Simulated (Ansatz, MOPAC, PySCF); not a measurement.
Molecule: C$_{2}$H$_{8}$GeO, charge 0, multiplicity 1. SMILES: CC[O][GeH3]
Structure (B3LYP-D3(BJ)/def2-TZVP (Ansatz, an electronic-structure program) minimum search):
```
C
H 1 1.0986
H 1 1.0986 2 107.24
O 1 1.4223 2 110.36 3 -120.24
C 1 1.5150 2 110.02 3 119.64
H 5 1.0908 1 110.38 2 61.18
H 5 1.0908 6 108.32 1 -120.95
H 5 1.0923 6 108.61 7 -117.78
Ge 4 1.7892 1 118.72 2 59.17
H 9 1.5320 4 104.74 1 180.00
H 9 1.5431 10 112.03 4 118.10
H 9 1.5431 10 112.03 11 123.81
```

Wanted: vertical ionisation energy to the doublet, in eV. Conventions: UHF or UKS for open shells; each state is the SCF solution reached for its charge and spin; non-relativistic; no spin-orbit coupling; dispersion terms only where a functional's name holds one; six Cartesian d functions in 6-31G* and its kin unless marked 5d; frozen cores in correlated levels (noble-gas shells and the d and f shells of earlier blocks); LANL2DZ with its own core potentials from Na on; PM7 with its own dispersion and hydrogen-bond terms. First-principles rows: single points at B3LYP-D3(BJ) geometries (Ansatz). Semi-empirical rows: differences of heats of formation at the shared geometry for vertical values.

```tsv
level	program	vertical ionisation energy to the doublet (eV)
PM3	MOPAC	9.51
PM6	MOPAC	9.16
PM7	MOPAC	9.16
HF/6-31G* with LANL2DZ past Ar	Ansatz	8.73
PBE/6-31G* with LANL2DZ past Ar	Ansatz	9.33
B3LYP/STO-3G	Ansatz	6.61
B3LYP/6-31G*	Ansatz	9.64
B3LYP/6-31G* with LANL2DZ past Ar	Ansatz	9.66
M06-2X/6-31G* with LANL2DZ past Ar (5d)	PySCF	9.97
MP2/6-31G*	Ansatz	10.08
B3LYP/def2-TZVPD	Ansatz	9.81
wB97X-V/def2-TZVPD	Ansatz	9.96
```

No value to compare with is used here. The 10 habitual levels span 6.61 (B3LYP/STO-3G) to 10.08 eV (MP2/6-31G*); wB97X-V/def2-TZVPD gives 9.96.

The levels are drawn from those run, B3LYP/6-31G* more often than the rest, none by its result; left out are runs that failed, that the program found above a lower state of the same kind, or whose <S^2> lies over 0.5 above the pure value.
